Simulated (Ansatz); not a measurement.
`OC[SiH](O)[SiH3]` + `FCS` → `OC[SiH](O)S` + `FC[SiH3]`  (formal exchange of groups at the Si–Si bond)

Isolated molecules relaxed with PBE0-D4/def2-TZVP in Ansatz; ΔE leaves out vibrations. CCSD(T)/CBS adds triple-zeta CCSD(T) − MP2 to the extrapolated MP2 energy (def2 sets, frozen cores). Functionals use def2-TZVPP. B3LYP here is the variant with VWN-RPA as its local correlation; programs differ in this. Each species was taken in one conformer, which may not be the lowest.

| level | ΔE (kJ/mol) |
| --- | --- |
| r2SCAN-D4 | -97.4 |
| PBE0-D4 | -91.9 |
| B3LYP-D4 | -97.6 |
| PBE | -84.3 |

**Question.** What does CCSD(T)/CBS give? (Estimate.)

**Answer.** Ansatz gave: -101.7 kJ/mol. The listed levels differ from it by 4.3, 9.8, 4.1, 17.4 kJ/mol.

Largest T1 diagnostic among the species: 0.012.

From PBE to PBE0 (25 % exact exchange), in def2-TZVPP and without D4, ΔE moves by −6.6 kJ/mol.
